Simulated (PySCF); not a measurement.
**Electron correlation in Br²⁺ (bromine, charge +2)**

[Ar] 3d10 4s1 4p3 4d1, high-spin 6D determinant (an excited configuration). All numbers are calculated (PySCF 2.14, scalar relativity through the core potential, in aug-cc-pwCVTZ-PP with ECP10MDF). Frozen: 3s2 3p6 3d10; 5 electrons correlated.

```csv
level,correlation energy (mhartree)
CCSD,-34.51
(T),-0.34
CCSD(T),-34.85
```

Diagnostics: T1 = 0.0025, D1 = 0.0045, largest double amplitude 0.029.

The outer electron is Rydberg-like, and this basis confines it to a smaller radius and binds it less than a complete one would.

Cost of the coupled-cluster step: about 13 core-seconds, for 5 correlated electrons.
